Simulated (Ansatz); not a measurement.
Ansatz (a first-principles code) input file for diboron dicarbonyl (C2B2O2), SMILES [O+]#C[B-]#[B-]C#[O+], PBE0-D3(BJ)/def2-SVP. 

Ansatz 0.2 input:
```yaml
crystal:
  periodic: [false, false, false]
  atoms:
    - {symbol: O, position_ang: [0.00000000, -3.31367765, -0.00282359]}
    - {symbol: C, position_ang: [-0.00000000, -2.14885821, 0.00117757]}
    - {symbol: B, position_ang: [0.00000000, -0.73231402, 0.00310466]}
    - {symbol: B, position_ang: [-0.00000000, 0.73231402, 0.00310465]}
    - {symbol: C, position_ang: [0.00000000, 2.14885821, 0.00117757]}
    - {symbol: O, position_ang: [-0.00000000, 3.31367765, -0.00282359]}
basis:
  gaussian:
    orbitals: def2-SVP
hamiltonian:
  xc: pbe0
  dispersion: d3bj
relax: {f_tol: 0.002, max_steps: 200}
```

It prints:

```
WARN ansatz: RAYON_NUM_THREADS=1 ignored (pool sized by the plan → 1); use --threads N
Functional definition: PBE0
integrals: 0.03 GiB planned
932 factors; integrals over basis functions are off by at most 4.7e-4 eV
mean field: 0.27 GiB planned
mean field evaluation 1: about -7499.6984 eV, gradient 3.4e1 eV
mean field evaluation 2: about -7498.6852 eV, gradient 4.2e1 eV
mean field evaluation 4: about -7502.6374 eV, gradient 4.2e0 eV
mean field evaluation 8: about -7502.7648 eV, gradient 1.3e-1 eV
mean field evaluation 16: about -7502.7648 eV, gradient 5.9e-5 eV
mean field -7502.76480083 eV, -275.7215208738 hartree, gradient 4.6e-5 eV, S^2 0.000000; 0 other end points of the search recorded, 0 dependent functions left out
the calculation of the forces begins
reference -7502.76481829 eV, -275.7215215154 hartree; 19, 19 occupied and 65, 65 virtual orbitals, 932 factors
relax step   1: F+E_penalty+E_count = -7502.87027122 eV  Δ(F+E_penalty+E_count) = +0.000e0 eV  max|allowed force component| = 2.727e0 eV/Å  Δτ_max = 0.0000 Å  (31 SCF iters, accepted)
these checks for a lower state are left out or cut short: starts, cluster_reference, orbital_swaps, neighbouring_geometries, increment
integrals: 0.03 GiB planned
932 factors; integrals over basis functions are off by at most 4.6e-4 eV
mean field: 0.27 GiB planned
mean field -7502.81929321 eV, -275.7235234321 hartree, gradient 2.1e-5 eV, S^2 0.000000; 0 other end points of the search recorded, 0 dependent functions left out
the calculation of the forces begins
reference -7502.81931071 eV, -275.7235240751 hartree; 19, 19 occupied and 65, 65 virtual orbitals, 932 factors
relax step   2: F+E_penalty+E_count = -7502.92440326 eV  Δ(F+E_penalty+E_count) = -5.413e-2 eV  max|allowed force component| = 5.083e-1 eV/Å  Δτ_max = 0.0204 Å  (38 SCF iters, accepted)
these checks for a lower state are left out or cut short: starts, cluster_reference, orbital_swaps, neighbouring_geometries, increment
integrals: 0.03 GiB planned
932 factors; integrals over basis functions are off by at most 4.6e-4 eV
mean field: 0.27 GiB planned
mean field evaluation 32: about -7502.8231 eV, gradient 1.2e-5 eV
mean field -7502.82307359 eV, -275.7236623583 hartree, gradient 1.0e-5 eV, S^2 0.000000; 0 other end points of the search recorded, 0 dependent functions left out
the calculation of the forces begins
reference -7502.82309111 eV, -275.7236630020 hartree; 19, 19 occupied and 65, 65 virtual orbitals, 932 factors
relax step   3: F+E_penalty+E_count = -7502.92800380 eV  Δ(F+E_penalty+E_count) = -3.601e-3 eV  max|allowed force component| = 2.007e-2 eV/Å  Δτ_max = 0.0083 Å  (40 SCF iters, accepted)
these checks for a lower state are left out or cut short: starts, cluster_reference, orbital_swaps, neighbouring_geometries, increment
integrals: 0.03 GiB planned
932 factors; integrals over basis functions are off by at most 4.6e-4 eV
mean field: 0.27 GiB planned
mean field -7502.82307529 eV, -275.7236624209 hartree, gradient 6.6e-5 eV, S^2 0.000000; 0 other end points of the search recorded, 0 dependent functions left out
the calculation of the forces begins
reference -7502.82309281 eV, -275.7236630646 hartree; 19, 19 occupied and 65, 65 virtual orbitals, 932 factors
relax step   4: F+E_penalty+E_count = -7502.92801090 eV  Δ(F+E_penalty+E_count) = -7.105e-6 eV  max|allowed force component| = 3.720e-3 eV/Å  Δτ_max = 0.0004 Å  (25 SCF iters, accepted)
these checks for a lower state are left out or cut short: starts, cluster_reference, orbital_swaps, neighbouring_geometries, increment
integrals: 0.03 GiB planned
932 factors; integrals over basis functions are off by at most 4.6e-4 eV
mean field: 0.27 GiB planned
mean field -7502.82307785 eV, -275.7236625149 hartree, gradient 1.7e-5 eV, S^2 0.000000; 0 other end points of the search recorded, 0 dependent functions left out
the calculation of the forces begins
reference -7502.82309537 eV, -275.7236631585 hartree; 19, 19 occupied and 65, 65 virtual orbitals, 932 factors
relax step   5: F+E_penalty+E_count = -7502.92801399 eV  Δ(F+E_penalty+E_count) = -3.093e-6 eV  max|allowed force component| = 1.422e-4 eV/Å  Δτ_max = 0.0014 Å  (27 SCF iters, accepted)
integrals: 0.03 GiB planned
932 factors; integrals over basis functions are off by at most 4.6e-4 eV
mean field: 0.27 GiB planned
mean field -7502.82307785 eV, -275.7236625149 hartree, gradient 1.7e-5 eV, S^2 0.000000; 1 other end points of the search recorded, 0 dependent functions left out
the calculation of the forces begins
reference -7502.82309537 eV, -275.7236631585 hartree; 19, 19 occupied and 65, 65 virtual orbitals, 932 factors
Total energy: -7502.92803151 eV, -275.7275194907 hartree
Atom 0 at    -0.000000    -3.327084    -0.000104 Å, force     0.000000     0.000043     0.000142 eV/Å
Atom 1 at     0.000000    -2.177467     0.000473 Å, force    -0.000000    -0.000059    -0.000021 eV/Å
Atom 2 at     0.000000    -0.731680     0.001090 Å, force     0.000000    -0.000002    -0.000121 eV/Å
Atom 3 at    -0.000000     0.731680     0.001090 Å, force    -0.000000     0.000002    -0.000121 eV/Å
Atom 4 at    -0.000000     2.177467     0.000473 Å, force     0.000000     0.000059    -0.000021 eV/Å
Atom 5 at     0.000000     3.327084    -0.000104 Å, force    -0.000000    -0.000043     0.000142 eV/Å
Dipole moment:     0.000000    -0.000000    -0.000014 e Å
```

The run converged.

Cost: very roughly 6 core-seconds.
